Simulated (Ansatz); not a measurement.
`N[C](=S)[ZnH]`. Total charge 0; spin multiplicity 1.

Cartesian coordinates in Å:
```
N -1.328 0.101 -0.413
C -0.156 0.025 0.185
S 0.053 0.098 1.842
Zn 1.753 -0.167 -0.073
H -2.178 0.210 0.128
H -1.405 0.052 -1.414
H 3.262 -0.318 -0.254
```

(1) List the harmonic frequencies (cm⁻¹, unscaled) at PBE0-D4/def2-TZVP in Ansatz. (Best estimate.)

(2) Is this a minimum?

(3) Give the ideal-gas thermochemistry at 298.15 K and 1 bar (rigid rotor, harmonic oscillator; point group Cs, symmetry number 1).

## Answers

(1) Computed: 114, 293, 296, 446, 474, 511, 533, 679, 864, 1226, 1456, 1642, 1954, 3513, 3688.

(2) Yes, all 15 modes are real.

(3) Zero-point energy 105.8 kJ/mol; H(298) − E = 122.8 kJ/mol; entropy 320.4 J/(mol·K), of which translation 169.2, rotation 111.8, vibration 39.3; G(298) − E = 27.3 kJ/mol.
